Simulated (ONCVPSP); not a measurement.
**Potentials for He (Z = 2) compared**

Generated with ld1.x 7.5 (TM, RRKJ, ultrasoft, PAW), atompaw 4.2 or ONCVPSP 4.0.1. The cutoff is in Ry: for ld1.x and atompaw files where the sum of valence levels is converged to 10 mRy in a Bessel basis, for ONCV files where the hardest occupied wave has 1 mHa per electron of residual kinetic energy. The error is the largest all-electron minus pseudo excitation energy over each file’s own four to seven test configurations (ionisations up to +4, promotions, holes and added fractions of an electron), all of which were solved. The labels leave out finer settings (local radius, basis sizes, second energies), which also bear on the numbers. Spin-polarised tests are not counted. The rows are a selection from randomly drawn settings: files with unsolved tests, undetermined cutoffs or missed reference levels are left out.

| potential | cutoff (Ry) | largest error (meV) | bound ghosts |
| --- | --- | --- | --- |
| ONCV, PBE, scalar-relativistic, rc 0.75/0.70 (sp), local smoothed, core correction no, reference 1s1.75, qcut 14.5/10.7, projectors 2/1 | 132 | +7.9 | none |
| ONCV, LDA (Perdew-Wang 92), scalar-relativistic, rc 0.70 (s), local s, core correction no, reference 1s1.5, qcut 10.5, projectors 0 | 112 | +5.0 | none |
| ONCV, PBEsol, scalar-relativistic, rc 0.40/0.45 (sp), local smoothed, core correction no, reference 1s2, qcut 20.2/14.8, projectors 2/2 | 262 | -1.1 | none |

Question: Fill in the row for He: ONCV, PBEsol, non-relativistic, rc 0.75 (s), local smoothed, core correction no, reference 1s2, qcut 10.7, projectors 2.

Answer: cutoff 95 Ry, largest error +27 meV, bound ghosts: none.

Question: Fill in the row for He: ONCV, PBE, scalar-relativistic, rc 0.50/0.45 (sp), local smoothed, core correction no, reference 1s2, qcut 16.3/18.5, projectors 3/2.

Answer: cutoff 182 Ry, largest error -40 meV, bound ghosts: none.

Question: Fill in the row for He: ONCV, PBEsol, scalar-relativistic, rc 0.65/0.65 (sp), local s, core correction no, reference 1s1, qcut 16.9/13.2, projectors 0/2.

Answer: cutoff 161 Ry, largest error +4.9 meV, bound ghosts: none.
